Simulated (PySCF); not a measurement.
**Radial density of Zr¹⁷⁺ (zirconium, charge +17)**

UHF, [Ar] 3d5, high-spin 6S determinant. Calculation: PySCF 2.14, in an even-tempered Gaussian basis (17 s from 1.4 bohr⁻², ratio 2.5; 11 p from 1.8 bohr⁻², ratio 2.5; 8 d from 1.8 bohr⁻², ratio 2.5; 4 f from 8.2 bohr⁻², ratio 2.7; 4 g from 12 bohr⁻², ratio 2.7); the non-relativistic Hamiltonian (point nucleus).

```json
{"r (bohr)": "0.000710", "4πr²ρ (e/bohr)": "0.2663", "4πr²(ρα − ρβ)": "0.0000"}
{"r (bohr)": "0.00119", "4πr²ρ (e/bohr)": "0.7247", "4πr²(ρα − ρβ)": "0.0000"}
{"r (bohr)": "0.00201", "4πr²ρ (e/bohr)": "1.921", "4πr²(ρα − ρβ)": "-0.0001"}
{"r (bohr)": "0.00338", "4πr²ρ (e/bohr)": "4.872", "4πr²(ρα − ρβ)": "-0.0002"}
{"r (bohr)": "0.00568", "4πr²ρ (e/bohr)": "11.47", "4πr²(ρα − ρβ)": "-0.0005"}
{"r (bohr)": "0.00956", "4πr²ρ (e/bohr)": "23.84", "4πr²(ρα − ρβ)": "-0.0010"}
{"r (bohr)": "0.0161", "4πr²ρ (e/bohr)": "40.33", "4πr²(ρα − ρβ)": "-0.0016"}
{"r (bohr)": "0.0270", "4πr²ρ (e/bohr)": "49.53", "4πr²(ρα − ρβ)": "-0.0001"}
{"r (bohr)": "0.0455", "4πr²ρ (e/bohr)": "43.34", "4πr²(ρα − ρβ)": "0.0293"}
{"r (bohr)": "0.0765", "4πr²ρ (e/bohr)": "48.58", "4πr²(ρα − ρβ)": "0.3541"}
{"r (bohr)": "0.129", "4πr²ρ (e/bohr)": "59.17", "4πr²(ρα − ρβ)": "2.5529"}
{"r (bohr)": "0.216", "4πr²ρ (e/bohr)": "33.05", "4πr²(ρα − ρβ)": "9.4369"}
{"r (bohr)": "0.364", "4πr²ρ (e/bohr)": "36.37", "4πr²(ρα − ρβ)": "13.0335"}
{"r (bohr)": "0.612", "4πr²ρ (e/bohr)": "12.87", "4πr²(ρα − ρβ)": "3.8045"}
{"r (bohr)": "1.03", "4πr²ρ (e/bohr)": "0.2787", "4πr²(ρα − ρβ)": "0.1017"}
{"r (bohr)": "1.73", "4πr²ρ (e/bohr)": "0.0001571", "4πr²(ρα − ρβ)": "0.0001"}
```

A non-relativistic calculation at this Z misses sizeable relativistic shifts.
